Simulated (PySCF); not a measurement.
How methods differ on the excitation energy of Nb²⁺

Nb²⁺ [Kr] 4d3 (4F) → Nb²⁺ [Kr] 4d2 5p1 (high-spin determinant), as a difference of total energies. Calculation: PySCF 2.14, in def2-QZVPPD with the def2 core potential (28 electrons); a scalar-relativistic core potential. Correlated levels: valence: 4s2 4p6 frozen. The calculations carry no spin-orbit coupling.

```json
{"method": "UHF", "excitation energy (eV)": "8.061"}
{"method": "MP2 (valence)", "excitation energy (eV)": "8.198"}
{"method": "SCS-MP2 (valence)", "excitation energy (eV)": "8.107"}
{"method": "CCSD (valence)", "excitation energy (eV)": "8.147"}
{"method": "CCSD(T) (valence)", "excitation energy (eV)": "8.135"}
```

Problem. How much does correlation contribute at CCSD(T) (valence)?

Solution. 8.135 − (8.061) = 0.074 eV, measured against UHF.

The coupled-cluster amplitudes are large for the upper state (T1 above 0.03 or a double amplitude above 0.15), so a single reference is strained.

The determinant of the upper state mixes LS terms, which raises its energy above the lowest term, most at the Hartree-Fock and MP2 levels.
